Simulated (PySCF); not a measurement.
A calculated (TPSSh, PySCF 2.14, x2c-TZVPPall, the spin-free X2C one-electron Hamiltonian (Gaussian nucleus)) atom or ion has these occupied shells.

```csv
shell,electrons,orbital energy (eV),"rms radius, mean of both spins (bohr)"
1s α,1,-40255.6,0.0280
1s β,1,-40255.6,0.0280
2s α,1,-6457.0,0.114
2s β,1,-6457.0,0.114
2p α,3,-5787.1,0.102
2p β,3,-5787.1,0.102
3s α,1,-1397.4,0.297
3s β,1,-1397.2,0.297
3p α,3,-1182.7,0.297
3p β,3,-1182.5,0.297
3d α,5,-874.63,0.275
3d β,5,-874.39,0.275
4s α,1,-285.88,0.677
4s β,1,-285.11,0.677
4p α,3,-215.34,0.719
4p β,3,-214.54,0.719
4d α,5,-112.64,0.802
4d β,5,-111.74,0.802
5s α,1,-42.141,1.62
5s β,1,-41.387,1.62
5p α,3,-24.348,1.88
5p β,3,-23.576,1.88
4f α,1,-6.821,1.24
5d α,1,-4.160,3.66
6s α,1,-3.893,4.46
6s β,1,-3.700,4.46
```

(1) Name the element and its charge.

## Answers

(1) Ce (cerium, neutral), in [Xe] 4f1 5d1 6s2, one real determinant.
